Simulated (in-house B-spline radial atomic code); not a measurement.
**The technetium ion Tc⁵⁺: [Kr] 4d2**

All numbers are computed (Dirac-Kohn-Sham LDA VWN5, spherical fractional occupations; Fermi nucleus of rms radius 4.41117 fm) with a radial B-spline atomic code at the basis-set limit, not measured.

Z_r = [3n² - l(l+1)]/(2<r>); Z_e = n√(-2ε); the last column is Slater's effective charge. Values are occupation-weighted means over j. An effective charge above Z reflects the relativistic contraction of the inner shells.

| shell | electrons | ε (eV) | <r> (bohr) | Z_r | Z_e | Slater |
| --- | --- | --- | --- | --- | --- | --- |
| 1s | 2 | -20895 | 0.03432 | 43.71 | 39.19 | 42.70 |
| 2s | 2 | -3038.3 | 0.1494 | 40.16 | 29.89 | 38.85 |
| 2p | 6 | -2730.1 | 0.1303 | 38.38 | 28.33 | 38.85 |
| 3s | 2 | -582.72 | 0.4157 | 32.47 | 19.63 | 31.75 |
| 3p | 6 | -481.26 | 0.4164 | 30.02 | 17.84 | 31.75 |
| 3d | 10 | -315.69 | 0.3987 | 26.34 | 14.45 | 21.85 |
| 4s | 2 | -135.84 | 1.033 | 23.23 | 12.64 | 15.25 |
| 4p | 6 | -106.96 | 1.124 | 20.47 | 11.22 | 15.25 |
| 4d | 2 | -64.38 | 1.375 | 15.28 | 8.70 | 6.65 |

The least bound orbital is 4d5/2 at -64.21 eV, and it is also the most diffuse (<r> = 1.378 bohr).

Spin-orbit splittings of the orbital energies (j = l + 1/2 above j = l - 1/2 when positive): 2p 118 eV, 3p 19.79 eV, 3d 3.814 eV, 4p 3.26 eV, 4d 0.4345 eV.

For the 1s electron the small component carries 2.46 % of the norm, the zero-frequency Breit interaction raises the level by 41.66 eV, self-energy by 22.87 eV, and vacuum polarisation lowers it by 2.686 eV.

The density falls to 0.001 bohr⁻³ at 2.825 bohr; Σ<r²> = 19.091 bohr² gives, by the non-relativistic formula and without the paramagnetism of open shells, a Langevin diamagnetic susceptibility of -15.12×10⁻⁶ cm³/mol.
